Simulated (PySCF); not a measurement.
The third ionisation energy along the 3d series

Calculated with PySCF 2.14 from differences of total energies of unrestricted determinants, without spin-orbit coupling. Values in eV. The last column holds reference values (NIST; (s) semi-empirical, (t) theoretical, else measured). Unmarked ones compare directly (S terms, centres of terms, or small fine structure); those marked * lie between the lowest fine-structure levels and include a spin-orbit shift.

```tsv
element	configurations	MP2 (valence)	SCS-MP2 (valence)	CCSD (valence)	LDA	PBE	PBE0	reference
Sc (aug-cc-pVDZ, non-relativistic)	[Ar] 3d1 → [Ar]	n/a	n/a	n/a	25.838	25.800	25.668	24.757 *
Ti (aug-cc-pVDZ, non-relativistic)	[Ar] 3d2 → [Ar] 3d1	27.181	27.131	27.206	28.628	28.566	28.440	27.492 *
V (aug-cc-pVDZ, non-relativistic)	[Ar] 3d3 → [Ar] 3d2	28.949	28.758	29.016	30.553	30.345	30.175	29.311 *
Cr (aug-cc-pVDZ, non-relativistic)	[Ar] 3d4 → [Ar] 3d3	30.726	30.349	30.799	32.370	31.986	31.796	30.959 ± 0.025 *
Mn (aug-cc-pVDZ, non-relativistic)	[Ar] 3d5 → [Ar] 3d4	33.518	33.006	33.563	34.788	34.436	34.271	33.668 ± 0.012 *
Fe (aug-cc-pVDZ, non-relativistic)	[Ar] 3d6 → [Ar] 3d5	30.066	30.110	30.055	31.872	31.724	31.283	30.651 ± 0.012 *
Co (aug-cc-pVDZ, non-relativistic)	[Ar] 3d7 → [Ar] 3d6	33.369	33.375	33.241	34.614	34.426	34.052	33.5 ± 0.06 (s) *
Ni (aug-cc-pVDZ, non-relativistic)	[Ar] 3d8 → [Ar] 3d7	35.276	35.159	35.007	36.530	36.114	35.692	35.187 ± 0.019 *
Cu (aug-cc-pVDZ-PP with ECP10MDF, ECP)	[Ar] 3d9 → [Ar] 3d8	36.613	36.376	36.173	37.861	37.049	36.633	36.841 ± 0.012 *
Zn (aug-cc-pVDZ-PP with ECP10MDF, ECP)	[Ar] 3d10 → [Ar] 3d9	39.936	39.588	39.312	40.714	39.991	39.567	39.723 *
```

"Valence" correlates the outer s and p shells and, in groups 3 to 12 and the f block, the outer d or f shell, open or full, or the next shell where the ion has no valence electron left; the wider scheme adds the next inner shell.
